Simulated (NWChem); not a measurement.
Species: MgBr$_{2}$; SMILES [Br][Mg][Br]

```xyz
3

Mg     0.0000     0.0000     0.1566
Br     2.3414     0.0000     0.1565
Br    -2.3414     0.0000     0.1565
```
Atoms are numbered in this order, from 1.

Program: NWChem. Pople sets run with spherical d functions. Structure relaxed at the PBE0/def2-SVP level. Vzz is the largest principal value of the second derivative of the potential at the nucleus (NWChem prints the opposite sign); η is the asymmetry. Non-relativistic.

```tsv
level	Vzz Mg1 (a.u.)	η Mg1	Vzz Br3 (a.u.)	η Br3	relative time
Hartree-Fock/def2-SVP	-0.732	0.00	1.802	0.00	1
Hartree-Fock/6-31G*	-0.565	0.00	1.746	0.00	2
B3LYP/cc-pVTZ	-0.624	0.00	2.148	0.00	50
B3LYP/6-31G*	-0.493	0.00	2.173	0.00	2
```

Relative times are rough (shared machine, one core).
